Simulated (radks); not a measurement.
Coulomb parameter of the 5d shell of the tantalum ion Ta3+ in the model configuration [Xe] 4f14 5d1 6p1, as a second difference U = [E(n + 0.5) + E(n - 0.5) - 2 E(n)] / (0.5)^2 with all orbitals relaxed. "Bare": the charge of the atom changes with n. "Screened": the 6p shell takes up the change at fixed total charge, which measures U(5d,5d) + U(6p,6p) - 2 U(5d,6p). Calculated with a radial shooting solver on a logarithmic mesh with Libxc functionals: scalar-relativistic Kohn-Sham, SCAN, spin-unpolarised, spherical densities, finite nucleus; meta-GGA in the generalised Kohn-Sham scheme; Fermi nuclear charge, rms radius 5.3507 fm.

case                   configuration  E - E(n) (eV)
start              [Xe] 4f14 5d1 6p1          0.000
bare +0.5        [Xe] 4f14 5d1.5 6p1        -14.797
bare -0.5        [Xe] 4f14 5d0.5 6p1         17.699
screened +0.5  [Xe] 4f14 5d1.5 6p0.5         -5.197
screened -0.5  [Xe] 4f14 5d0.5 6p1.5          5.540

U(bare) = 11.610 eV, U(screened by 6p) = 1.375 eV, against the Slater integral F0(5d,5d) = 13.840 eV with frozen orbitals.
